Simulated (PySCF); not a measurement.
**DyF3(H2O) at several levels of theory**

Computed with PySCF 2.14.0 (density fitting, no spin-orbit coupling) at the geometry relaxed with B3LYP:

```xyz
7
DyF3(H2O) (singlet in the valence; each metal's 4f electrons, 9 of them, lie in its core potential, out of spins and levels)
Dy    0.0865   -0.0822    0.0822
F     1.0886    1.3480    1.1294
F    -1.3059   -1.1293    1.1293
F     1.0886   -1.1294   -1.3480
O    -1.2932    1.3213   -1.3213
H    -1.6425    2.1965   -1.0955
H    -1.6425    1.0955   -2.1965
```

```json
{"level": "B3LYP", "basis": "Dy lcecp-1-SVP with ECP55, F def2-SVP, O def2-SVP, H def2-SVP", "state": "singlet", "HOMO (eV)": "-9.15", "gap (eV)": "7.60", "charge on Dy1 (e)": "1.13", "population of f-type functions on Dy1 (polarisation alone where 4f lies in the core)": "0.09", "dipole about the centre of mass (D)": "6.79", "largest force component (eV/Å)": "0.01"}
{"level": "BP86", "basis": "the same", "state": "singlet", "HOMO (eV)": "-7.60", "gap (eV)": "5.77", "charge on Dy1 (e)": "0.98", "population of f-type functions on Dy1 (polarisation alone where 4f lies in the core)": "0.09", "dipole about the centre of mass (D)": "6.65", "largest force component (eV/Å)": "0.34"}
{"level": "PBE", "basis": "the same", "state": "singlet", "HOMO (eV)": "-7.51", "gap (eV)": "5.55", "charge on Dy1 (e)": "0.96", "population of f-type functions on Dy1 (polarisation alone where 4f lies in the core)": "0.09", "dipole about the centre of mass (D)": "6.63", "largest force component (eV/Å)": "0.29"}
{"level": "M06-L", "basis": "the same", "state": "singlet", "HOMO (eV)": "-7.80", "gap (eV)": "6.60", "charge on Dy1 (e)": "1.33", "population of f-type functions on Dy1 (polarisation alone where 4f lies in the core)": "0.08", "dipole about the centre of mass (D)": "6.71", "largest force component (eV/Å)": "0.17"}
{"level": "B3LYP", "basis": "Dy lcecp-1-TZVP with ECP55, F def2-TZVP, O def2-TZVP, H def2-TZVP", "state": "singlet", "HOMO (eV)": "-9.41", "gap (eV)": "7.56", "charge on Dy1 (e)": "1.64", "population of f-type functions on Dy1 (polarisation alone where 4f lies in the core)": "0.10", "dipole about the centre of mass (D)": "6.83", "largest force component (eV/Å)": "0.26"}
```

In the lcecp rows the 4f levels are missing from HOMO and gap, and the state counts the valence alone.

Charges are Mulliken's, which hang on the basis. The relaxation used the grid (50, 194), these runs (75, 302) or, all-electron (x2c bases, spin-free X2C Hamiltonian), (99, 590).

**Question.** What does TPSSh with Dy lcecp-1-SVP with ECP55, F def2-SVP, O def2-SVP, H def2-SVP give here?

**Answer.** state singlet, HOMO (eV) -8.38, gap (eV) 6.95, charge on Dy1 (e) 1.15, population of f-type functions on Dy1 (polarisation alone where 4f lies in the core) 0.09, dipole about the centre of mass (D) 6.75, largest force component (eV/Å) 0.08. Time: 6.3 s on 2 threads of Arm Neoverse V2 (shared host), from an already converged density.

In the first row's basis the gap widens with exact exchange: 5.5 to 6.6 eV for PBE, BP86, M06-L (none); 7.0 to 7.6 eV for TPSSh, B3LYP (a fixed share).

An lcecp potential fixes the number of 4f electrons, so in runs with it no electron can move into or out of that shell.
